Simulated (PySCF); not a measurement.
**Worked example: oscillator strength and radiative lifetime**

Sn(F)(Cl)2(OH) (Cl2FHOSn), SMILES [Sn]([F])([Cl])([Cl])[OH].

Coordinates come from a B3LYP-D3(BJ)/def2-SVP optimisation. The def2 effective core potentials stand for the cores of Sn; spin–orbit coupling is left out. The values are those of a single conformer.

TDDFT-PBE/def2-SVPD (PySCF 2.14.0) puts the first singlet state with f over 0.02 at 4.43 eV (vertical), with the transition dipole (0.000, 0.000, 0.444) in atomic units.

### Question
Find the oscillator strength, the wavelength and the radiative lifetime that this transition would have in vacuum if emission retraced absorption.

### Answer

|μ|² = 0.1971 au, so |μ| = 1.13 D. ΔE = 4.43/27.211 = 0.1628 hartree. f = (2/3) ΔE |μ|² = 0.021 (the program prints 0.021).
λ = 1239.84/4.43 = 280 nm; ν = 35730 cm⁻¹.
Einstein's coefficient A = 0.6670 ν² f s⁻¹ (ν in cm⁻¹) = 1.8e7 s⁻¹, so τ = 1/A = 55 ns. This state is S3; the lower singlets have f = 0.003, 0.007. The figure is the radiative limit of this one transition; relaxation, internal conversion, crossing to triplets and a medium change what is measured.
